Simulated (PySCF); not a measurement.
# A ladder of Hamiltonians for Cd(36+) (cadmium, charge +36)

Occupied: 1s1/2, 2s1/2, 2p1/2, 2p3/2, 3s1/2. Hartree-Fock calculated with PySCF 2.14 in an even-tempered Gaussian basis (20 s from 3 bohr⁻², ratio 2.3; 15 p from 3.7 bohr⁻², ratio 2.3), Gaussian nucleus throughout. NR is non-relativistic, sf-X2C the spin-free one-electron X2C Hamiltonian, X2C adds the bare one-electron spin-orbit term, X2C-SNSO screens it by Boettger's factors, DC is four-component Dirac-Coulomb, and the Gaunt and Breit terms are added at first order (total energies over the DC spinors, levels after relaxing the spinors in that mean field). QED terms are absent. Levels marked empty are virtual spinors of this ion; the basis has s and p functions only, so 3d, which can lie below the n = 4 levels, is absent.

```
Hamiltonian  E (hartree)  E − E(DC) (hartree)  CPU seconds
         NR   -4378.1410             122.0035          0.3
     sf-X2C   -4497.9746               2.1699         0.17
        X2C   -4499.0049               1.1397         0.24
   X2C-SNSO   -4498.9184               1.2262         0.22
         DC   -4500.1445               0.0000           11
   DC+Gaunt   -4496.5516               3.5930           19
   DC+Breit   -4496.8683               3.2762           60
```

```tsv
level (eV)	NR	sf-X2C	X2C	X2C-SNSO	DC	DC+Gaunt	DC+Breit
1s1/2	-28137.7	-29011.8	-29010.2	-29010.3	-29032.4	-28974.1	-28977.8
2s1/2	-5877.8	-6111.9	-6111.5	-6111.5	-6114.1	-6108.4	-6108.8
2p1/2	-5628.8	-5702.9	-5847.5	-5841.1	-5842.1	-5832.1	-5833.2
2p3/2	-5628.8	-5702.9	-5637.2	-5639.8	-5641.7	-5634.6	-5635.7
3s1/2	-2351.6	-2421.5	-2421.4	-2421.4	-2422.0	-2420.5	-2420.7
3p1/2 (empty)	-2210.8	-2238.8	-2273.9	-2272.3	-2272.6	-2270.2	-2270.5
3p3/2 (empty)	-2210.8	-2238.8	-2222.8	-2223.5	-2223.8	-2222.2	-2222.5
4s1/2 (empty)	-1229.0	-1257.3	-1257.2	-1257.2	-1257.5	-1256.9	-1257.0
```

| interval (eV) | X2C | X2C-SNSO | DC | DC+Gaunt | DC+Breit |
| --- | --- | --- | --- | --- | --- |
| 2p3/2 − 2p1/2 | 210.4 | 201.3 | 200.4 | 197.5 | 197.5 |
| 3p3/2 − 3p1/2 | 51.09 | 48.88 | 48.74 | 48.01 | 48.01 |

Weight of the small component: 1s1/2 0.0310, 2s1/2 0.00679, 2p1/2 0.00670, 2p3/2 0.00645, 3s1/2 0.00252, 3p1/2 0.00244, 3p3/2 0.00238, 4s1/2 0.00126.

Koopmans' value for the highest occupied level at DC+Breit: 2420.7 eV, against an ionisation energy of 2427 ± 3 eV (semi-empirical (NIST evaluation); NIST Atomic Spectra Database, ionization energies); the former lacks relaxation, correlation, QED and recoil.

The whole ladder took 94 s of wall time on 1 thread of Intel(R) Xeon(R) 6975P-C (shared host), launched as `OMP_NUM_THREADS=1 python relrun2.py TASK.json OUT` (a driver that calls PySCF for each Hamiltonian).
